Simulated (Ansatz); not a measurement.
## A geometry optimisation of H3SiSn2 with B3LYP-D3(BJ)/def2-SVP

The starting geometry of this gas-phase doublet was optimised with GFN2-xTB.

```xyz
6

Si   -0.6509   -1.1007    0.3026
Sn    1.7978   -0.8493    0.7952
Sn   -0.6824    1.0314   -1.1295
H    -1.0951    1.9167    0.4018
H     1.5043    0.7240   -0.4415
H    -1.6032   -2.1009    0.8305
```

Task: Predict what becomes of its bonds when it is optimised with B3LYP-D3(BJ)/def2-SVP.

Result: A new bond forms, giving a structure with H5 bridging Sn3 and Sn2, given below by its coordinates. Contacts that close: Sn3–H5 (2.31 → 2.04 Å).

The energy falls by 0.13 eV over 10 steps:

```csv
step,E − E(last) (eV)
1,0.125
2,0.031
3,0.020
4,0.006
5,0.001
6,0.001
7,0.000
8,0.000
9,0.000
10,0.000
```

Final geometry (Å):

```xyz
6

Si   -0.7028   -1.1323    0.4035
Sn    1.8014   -0.7783    0.7543
Sn   -0.6001    1.0143   -1.1038
H    -0.9147    2.0354    0.3351
H     1.2960    0.7477   -0.4043
H    -1.6092   -2.2656    0.7742
```

The end wasn't checked by frequencies. Open shells are spin-unrestricted. Atoms past krypton carry core potentials, without spin–orbit terms. Run with Ansatz 0.2.0, 95 s on 1 thread of Intel(R) Xeon(R) Platinum 8259CL CPU @ 2.50GHz (Skylake/Cascade Lake), on a shared host.
